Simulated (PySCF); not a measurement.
CH6ClNSi. Atoms are numbered in the order given.

```xyz
10

Si     0.3751    -0.7557     0.1236
Cl     1.4850     1.0094    -0.1698
N     -1.2847    -0.5190     0.5372
C     -2.2915    -0.0027    -0.3780
H      0.4306    -1.4940    -1.1788
H      1.0162    -1.4906     1.2598
H     -1.4862    -0.3239     1.5220
H     -2.3502     1.1104    -0.4047
H     -2.0649    -0.3422    -1.4098
H     -3.3007    -0.3910    -0.1235
```

Geometry optimised at PBE-D3(BJ)/def2-SVP. Other conformers were not sampled.

Level of theory: PBE-D3(BJ)/def2-SVP in PySCF 2.14.0.

Frequencies are harmonic and unscaled.

Computed normal modes with their intensities:
```tsv
mode	ν (cm⁻¹)	IR (km/mol)	moving atoms (share of kinetic energy)
1	77	1.9	C 34 %, Cl 25 %, H 24 %, Si 11 %
2	139	1.8	H 93 %
3	224	2.2	H 38 %, N 32 %, C 13 %, Cl 10 %
4	282	4.8	N 39 %, H 24 %, Si 19 %, C 9 %, Cl 9 %
5	466	34.1	H 69 %, N 11 %, Cl 11 %, Si 8 %
6	508	135.9	Si 41 %, Cl 34 %, H 20 %
7	598	47.9	H 64 %, Si 24 %
8	738	3.1	H 75 %, Si 10 %, N 8 %
9	789	26.9	H 56 %, N 27 %, Si 13 %
10	874	233.6	H 82 %, Si 16 %
11	882	109.3	H 93 %
12	1064	7.6	H 81 %, C 12 %
13	1100	0.5	H 75 %, C 19 %
14	1134	92.6	N 45 %, C 34 %, H 19 %
15	1350	38.0	H 67 %, N 22 %, C 10 %
16	1398	9.3	H 87 %, C 13 %
17	1414	8.2	H 96 %
18	1445	7.3	H 96 %
19	2189	74.9	H 98 %
20	2203	119.0	H 95 %
21	2926	74.0	H 96 %
22	3002	29.5	H 91 %, C 9 %
23	3045	15.7	H 91 %, C 9 %
24	3504	21.3	H 93 %
```
